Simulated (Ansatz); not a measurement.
System: sum formula AlO$_{2}$FH$_{2}$ (charge 0, singlet). 
Geometry from a B3LYP-D3(BJ)/def2-TZVP (Ansatz, a program for electronic structure) optimisation:
```xyz
6

O      1.5620    -0.5789     0.2039
Al    -0.0017     0.0185    -0.0024
O     -1.4285    -0.8808    -0.0113
F     -0.1500     1.6403    -0.2164
H      1.7945    -1.4974     0.3376
H     -1.4904    -1.8289     0.1012
```

Basis-set convergence of Hartree-Fock and CCSD correlation energies (hartree) with Ansatz. Correlated levels leave the core frozen unless marked. Spin-orbit coupling is left out. No relativistic terms.

```csv
basis,functions,E(HF),"E(corr, CCSD)"
aug-cc-pV(D+d)Z,119,-492.49379,-0.68555
aug-cc-pV(T+d)Z,239,-492.57087,-0.83495
aug-cc-pV(Q+d)Z,421,-492.59203,-0.88762
```

Extrapolating the two largest sets (X = 3 and 4) as X^-3: E(corr) = (64·(-0.88762) - 27·(-0.83495))/37 = -0.9261 Eh, an estimate of the basis-set limit. The largest set recovers 95.8 % of it, the smallest 74.0 %.
